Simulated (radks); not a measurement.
Polarisability of the cobalt ion Co7+, [Ar] 3d2, at imaginary frequency. Method: non-relativistic Kohn-Sham, exchange-only LDA, spin-unpolarised, spherical densities, point nucleus; computed with a radial shooting solver on a logarithmic mesh with Libxc functionals. Response by self-consistent Sternheimer equations with the Hartree and adiabatic exchange-only LDA kernel.

| w (hartree) | alpha1(iw) (bohr^3) |
|---|---|
| 0.00266 | 0.5169 |
| 0.0143 | 0.5169 |
| 0.0360 | 0.5169 |
| 0.0697 | 0.5167 |
| 0.118 | 0.5162 |
| 0.186 | 0.5151 |
| 0.280 | 0.5127 |
| 0.413 | 0.5079 |
| 0.605 | 0.4980 |
| 0.892 | 0.4778 |
| 1.35 | 0.4372 |
| 2.12 | 0.3614 |
| 3.59 | 0.2441 |
| 6.94 | 0.1159 |
| 17.5 | 0.03023 |

Static values: alpha1 = 0.5169 bohr^3 (0.07660 angstrom^3; uncoupled 0.7502). C6 = 0.6942, triple-dipole C9 = 0.2575 atomic units. One-pole (London) frequency 4 C6 / (3 alpha1^2) = 3.464 hartree, against 5.154 for minus the highest occupied eigenvalue. The dipole shielding factor is 0.741, as the force sum rule N/Z = 0.741 demands.
